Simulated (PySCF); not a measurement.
# HfCl and its ions

PBE; PySCF, scalar-relativistic core potentials, basis sets Hf def2-TZVPPD with ECP60, Cl def2-TZVPPD. Neutral (UKS): doublet (δ ↑), Re = 2.304 Å, ωe = 371 cm⁻¹, HOMO -3.89 eV, LUMO -3.18 eV.

HfCl⁺ (UKS): triplet (σ ↑, δ ↑), Re = 2.234 Å, ωe = 437 cm⁻¹. The energies at the minima are -508.01845 hartree for HfCl and -507.76599 for HfCl⁺.

Task: Work out the adiabatic ionisation energy, without and with harmonic zero-point energies (1 hartree = 27.2114 eV, 1 eV = 8065.5 cm⁻¹), and the change of the bond length.

Result: At PBE: 0.25246 hartree = 6.870 eV between the minima; the zero-point term (437.0 − 371.0)/2 cm⁻¹ = +0.004 eV makes it 6.874 eV. Re changes by -7.0 pm against the neutral. The electron leaves a σ orbital, and the shorter bond of the ion fits an antibonding orbital, or a change in how ionic the bond is.

HfCl⁻ (UKS): triplet (π ↑, δ ↑), Re = 2.433 Å, ωe = 268 cm⁻¹. The energies at the minima are -508.01845 hartree for HfCl and -508.04146 for HfCl⁻.

Task: Work out the adiabatic electron affinity, without and with harmonic zero-point energies (1 hartree = 27.2114 eV, 1 eV = 8065.5 cm⁻¹), and the change of the bond length.

Result: At PBE: 0.02301 hartree = 0.626 eV between the minima; the zero-point term (371.0 − 268.0)/2 cm⁻¹ = +0.006 eV makes it 0.633 eV. Re changes by +12.9 pm against the neutral. The electron enters a π orbital, and the longer bond of the ion fits an antibonding orbital, or a change in how ionic the bond is.

De is left out where the level can put another filling of the metal’s s and d shells below the measured ground configuration, by anything from nothing to about 1 eV. Spin–orbit coupling is left out, which matters for elements this heavy, above all for dissociation energies. The highest Kohn–Sham level is positive in this anion. Much of that is self-interaction error, but it also means that the finite basis helps to hold the extra electron. With d or f electrons several states lie close, and the lowest PBE0 determinant need not be the measured ground state.
